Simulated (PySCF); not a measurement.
Isomers of C3H11NSn, mass 180.991 u with the commonest isotopes. Theory: PBE0-D3(BJ)/def2-SVP geometry optimisation, gas phase, def2 core potentials past Kr in PySCF. One conformer each, none proved a minimum here; rigid rotors. Atoms past krypton carry def2 core potentials.

Question: Order these by rotational constant B, smallest first.
A. SnH3(NHiPr), `[H][Sn]([H])([H])[NH]C(C)C`
B. `[H][Sn]([H])([CH3])[N](C)C` (SnH2Me(NMe2))
C. `[H][Sn]([CH3])([CH3])[NH]C` (SnHMe2(NHMe))

Answer: A (1285 MHz), B (1630 MHz), C (2022 MHz).

Question: Order these by rotational constant C, smallest first.
A. `[H][Sn]([H])([H])[NH]C(C)C` (SnH3(NHiPr))
B. `[H][Sn]([H])([CH3])[N](C)C` (SnH2Me(NMe2))
C. SnHMe2(NHMe), `[H][Sn]([CH3])([CH3])[NH]C`

Answer: A (1204 MHz), C (1533 MHz), B (1591 MHz).

Question: Order these by dipole moment, smallest first.
A. SnH2Me(NMe2) (`[H][Sn]([H])([CH3])[N](C)C`)
B. SnHMe2(NHMe), `[H][Sn]([CH3])([CH3])[NH]C`
C. SnH3(NHiPr) (`[H][Sn]([H])([H])[NH]C(C)C`)

Answer: C (0.78 D), A (1.12 D), B (1.33 D).

| SMILES | point group | Ia (u·Å²) | Ib (u·Å²) | Ic (u·Å²) | κ | μa (D) | μb (D) | μc (D) |
| --- | --- | --- | --- | --- | --- | --- | --- | --- |
| [H][Sn]([H])([H])[NH]C(C)C | C1 | 90.88 | 393.30 | 419.78 | -0.96 | 0.50 | 0.54 | 0.25 |
| [H][Sn]([CH3])([CH3])[NH]C | C1 | 133.50 | 249.88 | 329.60 | -0.57 | 0.63 | 0.56 | 1.03 |
| [H][Sn]([H])([CH3])[N](C)C | – | 118.90 | 310.11 | 317.64 | -0.97 | 0.61 | 0.93 | 0.08 |
